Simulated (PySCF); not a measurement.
## Stretching ZnCl⁺

Set-up: PySCF, spin-free X2C with a Gaussian nucleus, basis sets Zn x2c-SVPall, Cl x2c-SVPall. Energies in eV from Zn⁺ + Cl in their ground configurations at the same level. State: ¹Σ⁺ (singlet), closed shell.

All columns are r²SCAN. A positive dipole points towards Cl; it is taken about the centre of mass and depends on that origin.

| R (Å) | E (eV) | μ (D) | Mulliken charge on Zn (basis-dependent) | HOMO (eV) | LUMO (eV) | Mayer bond order | ⟨S²⟩ |
| --- | --- | --- | --- | --- | --- | --- | --- |
| 1.784 | -1.594 | -4.50 | 0.76 | -14.82 | -11.44 | 1.80 | 0.00 |
| 1.867 | -2.197 | -4.71 | 0.79 | -14.58 | -11.58 | 1.72 | 0.00 |
| 1.950 | -2.516 | -4.91 | 0.83 | -14.34 | -11.72 | 1.64 | 0.00 |
| 2.013 | -2.620 | -5.05 | 0.86 | -14.17 | -11.82 | 1.59 | 0.00 |
| 2.075 | -2.639 | -5.18 | 0.88 | -14.01 | -11.92 | 1.54 | 0.00 |
| 2.137 | -2.595 | -5.29 | 0.90 | -13.86 | -12.01 | 1.49 | 0.00 |
| 2.220 | -2.465 | -5.41 | 0.92 | -13.68 | -12.13 | 1.43 | 0.00 |
| 2.324 | -2.228 | -5.53 | 0.94 | -13.49 | -12.26 | 1.36 | 0.00 |
| 2.449 | -1.887 | -5.62 | 0.96 | -13.29 | -12.41 | 1.29 | 0.00 |
| 2.615 | -1.404 | -5.66 | 0.97 | -13.10 | -12.58 | 1.21 | 0.00 |

A fit through these points gives, at Re = 2.060 Å, μ = -5.15 D and dμ/dR = -1.95 D/Å; the reduced mass is 22.6 u.

Task: How strong is the fundamental in the double-harmonic approximation, I = 42.26·(dμ/dR)²/μred km/mol?

Result: I = 42.26·(-1.95)²/22.6 = 7.11 km/mol at r²SCAN.

For an ion De counts to the pair picked by the measured ionisation energies or electron affinities, which need not be the lowest pair at this level.
